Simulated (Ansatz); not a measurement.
Calculation: PBE-D3(BJ)/def2-SVP (Ansatz, a quantum-chemistry and plane-wave program). No frequencies were computed at this level.

Ansatz 0.2 input:
```yaml
crystal:
  periodic: [false, false, false]
  atoms:
    - { symbol: B, position_ang: [-2.545263, -1.376656, -0.769809] }
    - { symbol: C, position_ang: [-1.295987, -0.640067, -0.165156] }
    - { symbol: C, position_ang: [-1.609511, 0.464185, 0.852643] }
    - { symbol: C, position_ang: [-0.338508, 0.976133, 1.523949] }
    - { symbol: C, position_ang: [0.64485, 1.504244, 0.484748] }
    - { symbol: C, position_ang: [0.992268, 0.449923, -0.576628] }
    - { symbol: C, position_ang: [1.849914, -0.63977, -0.008443] }
    - { symbol: C, position_ang: [3.089846, -0.8797, -0.391105] }
    - { symbol: C, position_ang: [-0.295129, -0.110214, -1.201761] }
    - { symbol: H, position_ang: [-2.457298, -1.936223, -1.792671] }
    - { symbol: H, position_ang: [-3.551627, -1.413919, -0.175873] }
    - { symbol: H, position_ang: [-0.791169, -1.449602, 0.387809] }
    - { symbol: H, position_ang: [-2.102023, 1.29313, 0.338084] }
    - { symbol: H, position_ang: [-2.299579, 0.086695, 1.609651] }
    - { symbol: H, position_ang: [-0.587099, 1.777034, 2.225019] }
    - { symbol: H, position_ang: [0.123794, 0.171141, 2.09871] }
    - { symbol: H, position_ang: [1.56187, 1.841274, 0.974223] }
    - { symbol: H, position_ang: [0.197776, 2.366162, -0.017657] }
    - { symbol: H, position_ang: [1.566275, 0.944549, -1.36965] }
    - { symbol: H, position_ang: [1.403091, -1.2517, 0.763032] }
    - { symbol: H, position_ang: [3.572057, -0.291076, -1.155171] }
    - { symbol: H, position_ang: [3.680516, -1.670603, 0.040295] }
    - { symbol: H, position_ang: [-0.033051, -0.904628, -1.903504] }
    - { symbol: H, position_ang: [-0.776016, 0.689687, -1.770734] }
basis:
  gaussian: { orbitals: def2-svp }
hamiltonian:
  xc: pbe
  dispersion: d3bj
relax:
  max_steps: 150
```

Output:

```
Functional definition: PBE
2288 factors; their error is unknown
mean field evaluation 1: about -9176.3547 eV, gradient 8.4e1 eV
mean field evaluation 2: about -9135.4456 eV, gradient 1.5e2 eV
mean field evaluation 4: about -9195.4927 eV, gradient 1.5e1 eV
mean field evaluation 8: about -9196.1032 eV, gradient 3.5e-1 eV
mean field evaluation 16: about -9195.9878 eV, gradient 3.6e-3 eV
mean field -9195.98783221 eV, -337.9463195695 hartree, gradient 5.2e-5 eV, S^2 0.000000; 0 other end points of the search recorded, 0 dependent functions left out
reference -9195.98787619 eV, -337.9463211856 hartree; 34, 34 occupied and 167, 167 virtual orbitals, 2288 factors
relax step   1: F+E_penalty+E_count = -9196.66308712 eV  Δ(F+E_penalty+E_count) = +0.000e0 eV  max|allowed force component| = 1.212e0 eV/Å  Δτ_max = 0.0000 Å  (30 SCF iters, accepted)
these checks for a lower state are left out or cut short: starts, cluster_reference, orbital_swaps, neighbouring_geometries, increment
2288 factors; their error is unknown
mean field -9196.19532311 eV, -337.9539447191 hartree, gradient 1.7e-5 eV, S^2 0.000000; 0 other end points of the search recorded, 0 dependent functions left out
reference -9196.19536764 eV, -337.9539463555 hartree; 34, 34 occupied and 167, 167 virtual orbitals, 2288 factors
relax step   2: F+E_penalty+E_count = -9196.86089937 eV  Δ(F+E_penalty+E_count) = -1.978e-1 eV  max|allowed force component| = 4.371e-1 eV/Å  Δτ_max = 0.0570 Å  (31 SCF iters, accepted)
these checks for a lower state are left out or cut short: starts, cluster_reference, orbital_swaps, neighbouring_geometries, increment
2288 factors; their error is unknown
mean field evaluation 32: about -9196.2217 eV, gradient 3.2e-3 eV
mean field -9196.22174203 eV, -337.9549155967 hartree, gradient 1.8e-5 eV, S^2 0.000000; 0 other end points of the search recorded, 0 dependent functions left out
reference -9196.22178681 eV, -337.9549172421 hartree; 34, 34 occupied and 167, 167 virtual orbitals, 2288 factors
relax step   3: F+E_penalty+E_count = -9196.88390485 eV  Δ(F+E_penalty+E_count) = -2.301e-2 eV  max|allowed force component| = 2.143e-1 eV/Å  Δτ_max = 0.0483 Å  (31 SCF iters, accepted)
these checks for a lower state are left out or cut short: starts, cluster_reference, orbital_swaps, neighbouring_geometries, increment
2288 factors; their error is unknown
mean field -9196.22622593 eV, -337.9550803771 hartree, gradient 1.8e-5 eV, S^2 0.000000; 0 other end points of the search recorded, 0 dependent functions left out
reference -9196.22627076 eV, -337.9550820242 hartree; 34, 34 occupied and 167, 167 virtual orbitals, 2288 factors
relax step   4: F+E_penalty+E_count = -9196.88812266 eV  Δ(F+E_penalty+E_count) = -4.218e-3 eV  max|allowed force component| = 1.042e-1 eV/Å  Δτ_max = 0.0337 Å  (31 SCF iters, accepted)
these checks for a lower state are left out or cut short: starts, cluster_reference, orbital_swaps, neighbouring_geometries, increment
2288 factors; their error is unknown
mean field -9196.22868815 eV, -337.9551708619 hartree, gradient 1.7e-5 eV, S^2 0.000000; 0 other end points of the search recorded, 0 dependent functions left out
reference -9196.22873296 eV, -337.9551725087 hartree; 34, 34 occupied and 167, 167 virtual orbitals, 2288 factors
relax step   5: F+E_penalty+E_count = -9196.89090406 eV  Δ(F+E_penalty+E_count) = -2.781e-3 eV  max|allowed force component| = 5.640e-2 eV/Å  Δτ_max = 0.0143 Å  (32 SCF iters, accepted)
these checks for a lower state are left out or cut short: starts, cluster_reference, orbital_swaps, neighbouring_geometries, increment
2288 factors; their error is unknown
mean field -9196.23242194 eV, -337.9553080763 hartree, gradient 1.9e-5 eV, S^2 0.000000; 0 other end points of the search recorded, 0 dependent functions left out
reference -9196.23246684 eV, -337.9553097262 hartree; 34, 34 occupied and 167, 167 virtual orbitals, 2288 factors
relax step   6: F+E_penalty+E_count = -9196.89528429 eV  Δ(F+E_penalty+E_count) = -4.380e-3 eV  max|allowed force component| = 8.376e-2 eV/Å  Δτ_max = 0.1420 Å  (29 SCF iters, accepted)
these checks for a lower state are left out or cut short: starts, cluster_reference, orbital_swaps, neighbouring_geometries, increment
2288 factors; their error is unknown
mean field -9196.23414842 eV, -337.9553715229 hartree, gradient 1.8e-5 eV, S^2 0.000000; 0 other end points of the search recorded, 0 dependent functions left out
reference -9196.23419332 eV, -337.9553731730 hartree; 34, 34 occupied and 167, 167 virtual orbitals, 2288 factors
relax step   7: F+E_penalty+E_count = -9196.89702271 eV  Δ(F+E_penalty+E_count) = -1.738e-3 eV  max|allowed force component| = 3.846e-2 eV/Å  Δτ_max = 0.0182 Å  (31 SCF iters, accepted)
these checks for a lower state are left out or cut short: starts, cluster_reference, orbital_swaps, neighbouring_geometries, increment
2288 factors; their error is unknown
mean field evaluation 64: about -9196.3499 eV, gradient 8.1e-3 eV
mean field -9196.23463058 eV, -337.9553892421 hartree, gradient 1.8e-5 eV, S^2 0.000000; 0 other end points of the search recorded, 0 dependent functions left out
reference -9196.23467550 eV, -337.9553908930 hartree; 34, 34 occupied and 167, 167 virtual orbitals, 2288 factors
relax step   8: F+E_penalty+E_count = -9196.89737755 eV  Δ(F+E_penalty+E_count) = -3.548e-4 eV  max|allowed force component| = 3.562e-2 eV/Å  Δτ_max = 0.0483 Å  (31 SCF iters, accepted)
these checks for a lower state are left out or cut short: starts, cluster_reference, orbital_swaps, neighbouring_geometries, increment
2288 factors; their error is unknown
mean field -9196.23478070 eV, -337.9553947589 hartree, gradient 1.8e-5 eV, S^2 0.000000; 0 other end points of the search recorded, 0 dependent functions left out
reference -9196.23482563 eV, -337.9553964100 hartree; 34, 34 occupied and 167, 167 virtual orbitals, 2288 factors
relax step   9: F+E_penalty+E_count = -9196.89764902 eV  Δ(F+E_penalty+E_count) = -2.715e-4 eV  max|allowed force component| = 5.896e-3 eV/Å  Δτ_max = 0.0133 Å  (32 SCF iters, accepted)
2288 factors; their error is unknown
mean field evaluation 96: about -9196.2348 eV, gradient 3.3e-4 eV
mean field -9196.23478070 eV, -337.9553947589 hartree, gradient 3.0e-5 eV, S^2 0.000000; 1 other end points of the search recorded, 0 dependent functions left out
reference -9196.23482563 eV, -337.9553964100 hartree; 34, 34 occupied and 167, 167 virtual orbitals, 2288 factors
Total energy: -9196.89769395 eV, -337.9797563715 hartree
Atom 0 at    -2.505317    -1.432059    -0.744802 Å, force    -0.001258     0.001736     0.004383 eV/Å
Atom 1 at    -1.343738    -0.548388    -0.229757 Å, force    -0.003399    -0.001960    -0.002390 eV/Å
Atom 2 at    -1.631430     0.496674     0.862787 Å, force     0.002820    -0.005512    -0.003626 eV/Å
Atom 3 at    -0.351803     1.013357     1.533730 Å, force    -0.003514     0.000333    -0.002955 eV/Å
Atom 4 at     0.658278     1.527614     0.499600 Å, force    -0.000179    -0.001057     0.000097 eV/Å
Atom 5 at     1.007869     0.470697    -0.577643 Å, force    -0.001538     0.003048    -0.003094 eV/Å
Atom 6 at     1.844463    -0.652922    -0.020074 Å, force     0.000919     0.000967     0.004299 eV/Å
Atom 7 at     3.102074    -0.939277    -0.399363 Å, force     0.002646     0.003935    -0.000351 eV/Å
Atom 8 at    -0.293414    -0.049935    -1.237973 Å, force    -0.002559    -0.003603     0.005896 eV/Å
Atom 9 at    -2.386178    -2.066500    -1.779898 Å, force     0.003314    -0.001228     0.001750 eV/Å
Atom 10 at    -3.494936    -1.609428    -0.053332 Å, force     0.000343     0.001303    -0.001650 eV/Å
Atom 11 at    -0.908658    -1.468853     0.291386 Å, force     0.003004     0.003845    -0.001544 eV/Å
Atom 12 at    -2.159305     1.353780     0.386374 Å, force    -0.000344     0.001565    -0.001159 eV/Å
Atom 13 at    -2.334098     0.083014     1.615259 Å, force    -0.001623     0.001919     0.000976 eV/Å
Atom 14 at    -0.595428     1.820474     2.256319 Å, force     0.000103     0.000047     0.001294 eV/Å
Atom 15 at     0.105680     0.195637     2.133577 Å, force     0.000799    -0.001068     0.001367 eV/Å
Atom 16 at     1.587133     1.875016     0.997752 Å, force     0.000762    -0.000351     0.000910 eV/Å
Atom 17 at     0.224166     2.413861    -0.015482 Å, force     0.000944     0.000450     0.000540 eV/Å
Atom 18 at     1.614192     0.970111    -1.364090 Å, force     0.000740     0.000794     0.000857 eV/Å
Atom 19 at     1.378429    -1.281561     0.761360 Å, force    -0.000325    -0.002708    -0.001739 eV/Å
Atom 20 at     3.616769    -0.342265    -1.171737 Å, force    -0.000571    -0.002854    -0.003257 eV/Å
Atom 21 at     3.666320    -1.774248     0.044758 Å, force    -0.001508    -0.001392     0.000756 eV/Å
Atom 22 at    -0.055923    -0.843546    -1.975512 Å, force     0.000650     0.000969    -0.002000 eV/Å
Atom 23 at    -0.745146     0.788744    -1.813237 Å, force    -0.000226     0.000822     0.000640 eV/Å
Dipole moment:     0.087509     0.132041     0.078316 e Å
```

Cost: around 2.3 core-minutes (rough).
